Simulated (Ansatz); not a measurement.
A structure relaxed at PBE0-D4/def2-TZVP, charge 0, multiplicity 1:

Cartesian coordinates in Å:
```
C 0.004 1.419 -0.757
C 0.395 0.008 -0.374
C 1.817 -0.092 0.128
O -0.462 -0.449 0.677
B -1.637 -1.085 0.502
O -2.388 -1.446 1.569
Cl -2.275 -1.495 -1.101
H -1.025 1.450 -1.119
H 0.656 1.790 -1.551
H 0.094 2.085 0.104
H 0.263 -0.652 -1.237
H 1.959 0.548 1.003
H 2.515 0.225 -0.649
H 2.056 -1.119 0.409
H -1.971 -1.186 2.396
```

Q: Give its formula and SMILES.

A: C3H8BClO2, `CC(C)OB(O)Cl`.

Q: Point group (tolerance 0.08 Å, 0.16 Å for H)?

A: C1.

Q: Summarise the bond lengths by kind.

A: 2 × C–C 1.511 to 1.513 Å; 7 × C–H 1.091 to 1.095 Å; 1 × C–O 1.431 Å; 2 × B–O 1.348 to 1.354 Å; 1 × B–Cl 1.773 Å; 1 × H–O 0.962 Å.

Program: Ansatz 0.2.0.
